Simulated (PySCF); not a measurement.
These are PBE-D3(BJ)/def2-TZVP // B3LYP-D3(BJ)/def2-TZVP (PySCF 2.14.0) values and carry that method's errors. Gas-phase values, no solvent. 

Reference species (SMILES): `CC=[SiH2]` (neutral, multiplicity 1).

```
Property         Result
-------------  --------
LUMO           -1.86 eV
dipole moment    0.14 D
```

Changed species: `C1C[SiH2]1`.

Question: Predict the effect on the LUMO and dipole moment.

Answer: the LUMO increases by 1.35 eV, to -0.51 eV; the dipole moment rises by 0.07 D, to 0.21 D.
